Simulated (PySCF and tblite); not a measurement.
The numbers below are computed, except where a source is named.
C7H10, numbered as in [CH:1]#[C:2][CH2:3]/[CH:4]=[CH:5]/[CH2:6][CH3:7].

Geometries GFN2-xTB; weights from B3LYP-D3(BJ)/pcSseg-1 (IEF-PCM, chloroform) energies and GFN2-xTB thermal corrections, with symmetry numbers and mirror pairs. Conformers within 3 kcal/mol (GFN2-xTB free energy) were kept, 7 at most. Couplings: B3LYP/6-31G* with pcJ-1 on H (gas phase; spin-dipole term only for pairs with B, N, F, Si or P). Couplings are for ¹H. H–H couplings come out 0.1 to 0.9 Hz lower than with pcJ-1 on all atoms. Run with PySCF (density fitting) and tblite.

Torsions listed: C2–C3–C4–C5, C4–C5–C6–C7. Of a mirror pair one member is shown.

```tsv
conformer	shape	weight %
1	1°, -119°	38.5
2	-120°, -118°	20.4
3	-119°, 118°	17.2
4	120°, -1°	12.1
5	0°, 0°	12.0
```

(1) Give the couplings in each conformer and the averages at 298.15 K (pairs that fast motion interchanges averaged).

## Answers

(1) 
```tsv
coupling	pairs	1	2	3	4	5	average (Hz)
²J(H3,H3)	1	-22.4	-17.1	-17.1	-17.1	-22.3	-19.8
³J(H3,H4)	2	4.6	7.6	7.5	7.5	4.7	6.1
³J(H4,H5)	1	14.2	13.8	13.8	14.9	15.3	14.3
³J(H5,H6)	2	7.6	7.4	7.4	4.5	4.6	6.8
²J(H6,H6)	1	-13.1	-13.2	-13.3	-19.7	-19.7	-14.8
³J(H6,H7)	6	7.5	7.5	7.5	7.2	7.2	7.5
²J(H7,H7)	3	-13.6	-13.6	-13.6	-13.7	-13.7	-13.6
```
